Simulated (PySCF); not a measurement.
PySCF input for Te(H)(SeH) (H₂SeTe), SMILES [SeH][TeH], C-PCM-B3LYP/def2-SVP. Geometry: PBE-D3(BJ)/def2-TZVP. The def2 effective core potentials stand for the cores of Te; spin–orbit coupling is left out.

```python
import numpy as np
from pyscf import gto, scf, dft
from pyscf.solvent import pcm

mol = gto.M(
    atom='''
    Te   -0.72598879   -0.34920178    0.60683585
    H    -1.27517743   -1.50693040   -0.48162238
    Se    1.08429204    0.58808268   -0.90085884
    H     2.16066483   -0.32938814   -0.44464160
    ''',
    basis='def2-SVP',
    ecp={'Te': 'def2-svp'},
    charge=0,
    spin=0,
    max_memory=1600,
    verbose=3,
)
mf = dft.RKS(mol, xc='b3lyp').density_fit(auxbasis='def2-universal-jkfit')
mf.grids.level = 3
mf.conv_tol = 1e-9
mf.max_cycle = 100
mf.kernel()
res = {}
for name, eps in {'water': 78.355, 'diethylether': 4.24, 'acetone': 20.493}.items():
    s = mf.PCM()
    s.with_solvent.method, s.with_solvent.eps, s.with_solvent.lebedev_order = 'C-PCM', eps, 29
    s.kernel(mf.make_rdm1())
    res[name] = (s.e_tot, eps, s.dip_moment(), s.mo_energy, s.converged)
    print(f'{name}: electrostatic solvation free energy {(s.e_tot - mf.e_tot) * 627.509474:.3f} kcal/mol')
```

It prints:

```
converged SCF energy = -2670.61004309507

WARN: PCM is an experimental feature. It is still in testing.
Features and APIs may be changed in the future.

converged SCF energy = -2670.61366700587
Dipole moment(X, Y, Z, Debye):  0.08662, -1.08989,  0.46134
water: electrostatic solvation free energy -2.274 kcal/mol

WARN: PCM is an experimental feature. It is still in testing.
Features and APIs may be changed in the future.

converged SCF energy = -2670.61277503299
Dipole moment(X, Y, Z, Debye):  0.08318, -0.98249,  0.43139
diethylether: electrostatic solvation free energy -1.714 kcal/mol

WARN: PCM is an experimental feature. It is still in testing.
Features and APIs may be changed in the future.

converged SCF energy = -2670.61351925606
Dipole moment(X, Y, Z, Debye):  0.08610, -1.07123,  0.45618
acetone: electrostatic solvation free energy -2.181 kcal/mol
```

Self-consistency was reached.

Cost: around 11 core-seconds (rough).
